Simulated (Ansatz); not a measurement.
Ansatz results at the PBE0-D4/def2-TZVP geometry: ideal-gas entropy at 298 K and 1 bar (rigid rotor, harmonic PBE0-D4/def2-TZVP) 359 J/(mol·K); HOMO–LUMO gap (ωB97M-V/def2-TZVPP) 10.63 eV; LUMO energy (ωB97M-V/def2-TZVPP) 0.81 eV.

Each molecule was computed in one conformer, which needn't be the lowest.

Question: Which molecule gave them?
A. `C[NH][Ga]([F])[F]`
B. `[Cl][Ga]([Cl])[SeH]`
C. `C[O][Ga]([Cl])[Cl]`
D. `[NH2][Ga]([NH2])[OH]`

Answer: A. The others give `[NH2][Ga]([NH2])[OH]`: 343, 10.93, 1.46; `C[O][Ga]([Cl])[Cl]`: 379, 11.36, 0.47; `[Cl][Ga]([Cl])[SeH]`: 364, 10.30, 0.23.
